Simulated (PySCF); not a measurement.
silylphosphine cation (H₅PSi), SMILES [SiH3]P (connectivity only; charge and spin as stated), charge +1, multiplicity 2.

Geometry: PBE-D3(BJ)/def2-TZVP. The spin state was assumed, not searched.

Computed with PBE-D3(BJ)/def2-TZVP run with PySCF.

Frequencies are harmonic and unscaled.

```csv
mode,ν (cm⁻¹),IR (km/mol),moving atoms (share of kinetic energy)
1,110,1.2,H 99 %
2,303,8.0,H 96 %
3,368,1.8,H 99 %
4,373,4.5,"Si 48 %, P 46 %"
5,545,13.8,H 87 %
6,626,4.1,H 87 %
7,784,179.9,H 93 %
8,866,24.3,H 97 %
9,876,26.9,H 97 %
10,1024,18.3,H 95 %
11,2168,8.5,H 98 %
12,2228,2.8,H 97 %
13,2252,2.3,H 95 %
14,2400,11.3,H 98 %
15,2439,16.3,H 96 %
```
